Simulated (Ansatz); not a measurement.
Molecule: chloro(trihydroxy)silane, sum formula H3SiO3Cl, charge 0, multiplicity 1. 
Structure (B3LYP-D3(BJ)/def2-TZVP (Ansatz, a program for electronic structure) minimum search):
```xyz
8

Si    -0.0990    -0.0832    -0.3488
Cl     0.4522     0.3800     1.5933
O     -0.8630     1.1881    -1.0101
O      1.2282    -0.4317    -1.2172
O     -1.0925    -1.3676    -0.3354
H     -0.4229     2.0418    -1.0125
H      1.8240    -1.1139    -0.8974
H     -1.8842    -1.3340     0.2074
```

Total electronic energies in hartree. Valence correlation only, unless marked. No spin-orbit coupling. Non-relativistic unless marked X2C. CBS(X,Y): correlation extrapolated as X^-3; Hartree-Fock from the larger set. [CCSD(T)-MP2]/basis is that difference in the basis named.

```
level                                                                      program  energy (Eh)
-------------------------------------------------------------------------  -------  -----------
HF/6-31G                                                                    Ansatz   -974.72928
RI-HF/cc-pV(Q+d)Z                                                           Ansatz   -975.16262
r2SCANh/def2-TZVPD                                                          Ansatz   -977.34538
r2SCAN0/def2-TZVPD                                                          Ansatz   -977.32140
RPA@PBE/cc-pV(T+d)Z                                                         Ansatz   -976.65606
CCSD/aug-cc-pV(D+d)Z                                                        Ansatz   -975.91625
CCSD(T)/6-31G*                                                              Ansatz   -975.71924
X2C-CCSD(T)/cc-pVTZ-DK                                                      Ansatz   -978.37432
RI-MP2/CBS(aug-cc-pV(T+d)Z,aug-cc-pV(Q+d)Z)+[CCSD(T)-MP2]/aug-cc-pV(T+d)Z   Ansatz    -976.4048
```

Totals of different functionals don't rank their quality; only differences between species are comparable.
